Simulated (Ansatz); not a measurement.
Cost and result for the atomization energy of `[SiH3]N(c1ccccc1)c1ccccc1` (27 atoms, 28 bonds).

| atom | x (Å) | y (Å) | z (Å) |
| --- | --- | --- | --- |
| Si1 | 0.2679 | -0.2569 | -2.6448 |
| N2 | 0.1217 | -0.0246 | -0.9225 |
| C3 | -0.9819 | 0.6388 | -0.3695 |
| C4 | -2.1410 | 0.8311 | -1.1241 |
| C5 | -3.2163 | 1.5315 | -0.6034 |
| C6 | -3.1698 | 2.0425 | 0.6836 |
| C7 | -2.0237 | 1.8464 | 1.4414 |
| C8 | -0.9395 | 1.1588 | 0.9269 |
| C9 | 1.0619 | -0.6300 | -0.0487 |
| C10 | 0.6494 | -1.6024 | 0.8593 |
| C11 | 1.5675 | -2.2036 | 1.7022 |
| C12 | 2.9098 | -1.8531 | 1.6416 |
| C13 | 3.3239 | -0.8890 | 0.7364 |
| C14 | 2.4039 | -0.2727 | -0.0987 |
| H15 | 1.6330 | -0.7747 | -2.8878 |
| H16 | 0.0520 | 1.0344 | -3.3454 |
| H17 | -0.7231 | -1.2363 | -3.1730 |
| H18 | -2.2161 | 0.4146 | -2.1234 |
| H19 | -4.1041 | 1.6656 | -1.2112 |
| H20 | -4.0143 | 2.5839 | 1.0920 |
| H21 | -1.9661 | 2.2424 | 2.4492 |
| H22 | -0.0483 | 1.0257 | 1.5271 |
| H23 | -0.3985 | -1.8767 | 0.8980 |
| H24 | 1.2347 | -2.9597 | 2.4042 |
| H25 | 3.6281 | -2.3296 | 2.2983 |
| H26 | 4.3683 | -0.6033 | 0.6853 |
| H27 | 2.7208 | 0.4970 | -0.7930 |

Charge 0, multiplicity 1. The structure was optimised at the PBE0-D4/def2-TZVP level. It is one conformer, not always the lowest. Program: Ansatz. All runs use 11 threads of an AMD EPYC 7R13 on a shared host and a whole NVIDIA H100 80 GB. Times are those of one run each, without the atoms' runs, and a repeat can differ threefold. Electronic energies, without spin–orbit coupling; frozen cores. CCSD(T)/CBS adds CCSD(T) − MP2 in def2-TZVPP to the MP2 limit, and its time is that of the two runs behind it. T1 = 0.011; the RHF reference is unstable towards UHF. HSE06 is the plane-wave form, built on full-range PBE exchange.

CCSD(T)/CBS is a level of theory with its own doubt, some kJ/mol a heavy atom from the limit and from the frozen cores, so smaller differences don't rank the functionals.

| level | functions | atomization (kJ/mol) | difference from CCSD(T)/CBS | per bond |
| --- | --- | --- | --- | --- |
| MP2/def2-QZVPP | 1201 | 12763.3 | 230.9 | 8.2 |
| CCSD(T)/CBS(def2) | – | 12532.4 | 0.0 | 0.0 |
| PBE-QIDH/def2-TZVPP | 627 | 12632.8 | 100.4 | 3.6 |
| CCSD(T)/def2-TZVPP | 627 | 12229.4 | -303.0 | -10.8 |
| PBE0-D4/def2-TZVPP | 627 | 12784.2 | 251.8 | 9.0 |
| revPBE-D4/def2-TZVPP | 627 | 12717.1 | 184.7 | 6.6 |
| ωB97M-V/def2-TZVPP (with forces) | 627 | 12612.5 | 80.1 | 2.9 |
| CCSD(T)/def2-SVP | 265 | 12065.8 | -466.6 | -16.7 |
| BHLYP-D4/def2-TZVPP | 627 | 12231.7 | -300.7 | -10.7 |
| r2SCAN-D4/def2-TZVPP (with forces) | 627 | 12665.4 | 133.0 | 4.8 |
| LDA (SPW92)/def2-TZVPP | 627 | 14536.4 | 2004.0 | 71.6 |
| HSE06-D4/def2-TZVPP | 627 | 12793.7 | 261.3 | 9.3 |
| r2SCANh-D4/def2-TZVPP | 627 | 12588.6 | 56.2 | 2.0 |

**Question.** Order the runs by time, with rough figures. (Estimate.)

**Answer.** Computed: LDA (SPW92)/def2-TZVPP 2.4 s; PBE0-D4/def2-TZVPP 2.4 s; BHLYP-D4/def2-TZVPP 2.5 s; r2SCANh-D4/def2-TZVPP 2.6 s; HSE06-D4/def2-TZVPP 2.8 s; revPBE-D4/def2-TZVPP 2.8 s; r2SCAN-D4/def2-TZVPP (with forces) 3.4 s; PBE-QIDH/def2-TZVPP 4.3 s; ωB97M-V/def2-TZVPP (with forces) 4.9 s; CCSD(T)/def2-SVP 6 s; MP2/def2-QZVPP 8.5 s; CCSD(T)/def2-TZVPP 86 s; CCSD(T)/CBS(def2) 95 s.

From BLYP to BHLYP (50 % exact exchange), in def2-TZVPP and without D4, the atomization energy moves by −296.2 kJ/mol: exact exchange takes away binding that semilocal exchange gives to molecules. Leaving LDA and LC-ωPBE aside and taking each functional with its dispersion term where it has one, the values, not all of them listed here, spread over 794.6 kJ/mol, from BHLYP-D4 to PBE-D4. LDA lies +1606.9 kJ/mol from PBE without D4, its usual overbinding. At CCSD(T), def2-SVP lies −466.6 kJ/mol from the extrapolated value and def2-TZVPP −303.0 kJ/mol: correlation converges slowly with the basis, and small sets miss more of it in the bonded molecule than in its fragments.
